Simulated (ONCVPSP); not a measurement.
# What one change does to a pseudopotential (indium (In), ONCV)

ONCVPSP 4.0.1 input, shortened (lines: element, Z, core and valence counts, functional; n l f; lmax; l rc ep ncon nbas qcut; lloc lpopt rc5 dvloc0; l nproj debl; icmod fcfact rcfact), PBE, scalar-relativistic:

```
  In 49.00    6    4        4      upf
    1    0    2.00
    2    0    2.00
    2    1    6.00
    3    0    2.00
    3    1    6.00
    3    2   10.00
    4    0    2.00
    4    1    6.00
    4    2   10.00
    5    0    1.00
    2
    0    1.25    0.00    4    9    9.70
    1    1.55    0.00    4    8    7.10
    2    1.50    0.00    4    9   11.70
    4    5    0.80    0.00
    0    2    0.60
    1    2    0.80
    2    2    2.20
    2    0.30    0.95
```

In the p channel the program set the typed energies aside and used -3.535, 0.250 Ha.

Change: functional BLYP; d: rc 1.25, qcut 14. In the p channel the program set the typed energies aside and used -3.528, 0.250 Ha.

Cutoffs: the cutoffs (Ha) at which the residual kinetic energy of the hardest occupied pseudo-wave falls to 1 and 0.1 mHa per electron; they do not see the model core or the augmentation charge, which bear on the density cutoff. Errors are all-electron minus pseudo energies relative to the spin-unpolarised reference configuration.

Question: Predict the effect on cutoff, ghosts and configuration errors.

Answer: The potential gets harder (41 Ha and 48 Ha → 45 Ha and 56 Ha); of the 4 tests that both files solve, the error grows in 0 and shrinks in 1 by more than 15 % and 0.3 meV (median size 3.6 → 3.4 meV); neither file shows a bound ghost.

| quantity | base | changed |
| --- | --- | --- |
| cutoff, loose | 41 Ha | 45 Ha |
| cutoff, tight | 48 Ha | 56 Ha |
| loose cutoff by channel | s 36 Ha, p 21 Ha, d 41 Ha | s 36 Ha, p 21 Ha, d 45 Ha |
| bound ghosts | none | none |
| GHOST(+) flags under 300 eV | s at 96.7 eV, s at 105.0 eV | s at 111.1 eV |
| error for 4s2 4p6 4d10 5s2 5p1, meV [ΔE -24.60 → -24.68 eV] | +4.1 | +4.1 |
| error for 4s2 4p6 4d10 5s2, meV [ΔE -19.24 → -19.32 eV] | +2.7 | +2.7 |
| error for 4s2 4p6 4d10 5s0, meV [ΔE 28.32 → 28.54 eV] | -5.3 | -5.4 |
| error for 4s2 4p6 4d9 5s2 5p1, meV [ΔE 0.52 → 0.22 eV] | +3.2 | +2.1 |
| s: phases at 1.27 bohr within 0.05 rad from the reference energy up to (Ha; the scan ends near 5) | 2.6 | 2.8 |
| p: phases at 1.57 bohr within 0.05 rad from the reference energy up to (Ha; the scan ends near 5) | to the end of the scan | to the end of the scan |
| rms error of d²Exc/dni dnj with the model core, mHa | 0.66 | 0.56 |
